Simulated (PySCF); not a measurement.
**Computed properties of Si(H)(Cl)2(OH) (Cl2H2OSi), SMILES O[SiH](Cl)Cl**

Cl₂H₂OSi, SMILES O[SiH](Cl)Cl. Geometry optimised at PBE0-D3(BJ)/def2-SVP. Other conformers were not sampled. All values are computed for the isolated molecule unless a solvent is named; none is compared with measurement here.

**Structure.** The optimised structure has Cs symmetry. All 12 harmonic modes at PBE0-D3(BJ)/def2-SVP (PySCF) are real, so it is a minimum. With heavy atoms numbered as in [SiH:1]([OH:2])([Cl:3])[Cl:4], the shortest bond between them is Si1–O2 at 1.640 Å and the longest Si1–Cl4 at 2.056 Å.

**Vibrations.** The strongest infrared lines (harmonic, unscaled, degenerate partners summed) lie at 865 cm⁻¹ (241 km/mol, H 86 %), 597 cm⁻¹ (173 km/mol, Si 57 %, Cl 36 %), 811 cm⁻¹ (167 km/mol, H 90 %, Si 9 %). The softest mode is at 179 cm⁻¹ and the zero-point energy is 16.8 kcal/mol.

**Electronic structure.** ωB97X/def2-TZVPD (PySCF) places the frontier levels at -11.69 and 1.36 eV, a gap of 13.05 eV, and gives a dipole moment of 0.90 D and a mean polarisability of 56.2 bohr³.

**Excitations.** TDDFT-B3LYP/def2-SVPD (PySCF) has S1 at 7.61 eV (163 nm, f = 0.003, weak); the most intense of the 10 singlets computed lies at 8.44 eV (f = 0.12). T1 (TDA) is at 7.26 eV. No vertical singlet excitation falls in the visible range (under 3.1 eV).

**NMR.** GIAO shifts at PBE0/pcSseg-1 (PySCF) (non-relativistic, atoms alike by connectivity averaged): ¹H from 2.9 to 5.7 ppm against TMS; ²⁹Si at -6.6 ppm against TMS. Without spin–orbit terms, shifts of atoms bonded to Cl or Br come out too high.
